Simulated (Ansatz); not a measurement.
Reactions of C2H7NOSi (`CN1[SiH2]C1O`).

Gas-phase electronic energies from Ansatz, PBE0-D4/def2-TZVP geometries. CBS: MP2 limit from def2 TZ/QZ plus the TZ coupled-cluster correction, frozen cores. This one scheme is used for every species, atoms too. DFT in def2-TZVPP. B3LYP here is the variant with VWN-RPA as its local correlation; programs differ in this. No spin–orbit coupling; open shells (•) take unrestricted orbitals. Spin–orbit coupling would lower the free atoms: a little for C, O, Si. Each species was taken in one conformer, which may not be the lowest.

```json
{"reaction": "`CN1[SiH2]C1O` + `C[SiH](N)N` → `CN[SiH](C)N` + `OC1N[SiH2]1`", "CCSD(T)/CBS(def2) (kJ/mol)": "22"}
{"reaction": "`CN1[SiH2]C1O` → `C[SiH2]C(N)=O`", "CCSD(T)/CBS(def2) (kJ/mol)": "-185"}
{"reaction": "`CN1[SiH2]C1O` + H–F → `CN1[SiH2]C1F` + H₂O", "CCSD(T)/CBS(def2) (kJ/mol)": "?"}
{"reaction": "`CN1[SiH2]C1O` + `OC(F)F` → `COC(F)F` + `OC1N[SiH2]1`", "CCSD(T)/CBS(def2) (kJ/mol)": "34"}
{"reaction": "`CN1[SiH2]C1O` → `C[Si@H]1O[C@@H]1N`", "CCSD(T)/CBS(def2) (kJ/mol)": "-137"}
{"reaction": "`CN1[SiH2]C1O` + H₂ → `CN1C[SiH2]1` + H₂O", "CCSD(T)/CBS(def2) (kJ/mol)": "?"}
{"reaction": "`CN1[SiH2]C1O` → `CN(C)[Si]O`", "CCSD(T)/CBS(def2) (kJ/mol)": "-238"}
{"reaction": "`CN1[SiH2]C1O` → 2 C• + 7 H• + N• + O• + Si•", "CCSD(T)/CBS(def2) (kJ/mol)": "4330"}
{"reaction": "`CN1[SiH2]C1O` → `CC(=O)[SiH2]N`", "CCSD(T)/CBS(def2) (kJ/mol)": "?"}
{"reaction": "`CN1[SiH2]C1O` → `C/C(O)=N\\[SiH3]`", "CCSD(T)/CBS(def2) (kJ/mol)": "-181"}
```

(1) Fill in the missing values. (An estimate is asked.)

Largest T1 diagnostic: 0.015, for `C[SiH2]C(N)=O`.

## Answers

(1) Ansatz gave: `CN1[SiH2]C1O` + H–F → `CN1[SiH2]C1F` + H₂O: -2.2 kJ/mol; `CN1[SiH2]C1O` + H₂ → `CN1C[SiH2]1` + H₂O: -91.1 kJ/mol; `CN1[SiH2]C1O` → `CC(=O)[SiH2]N`: -180.5 kJ/mol.
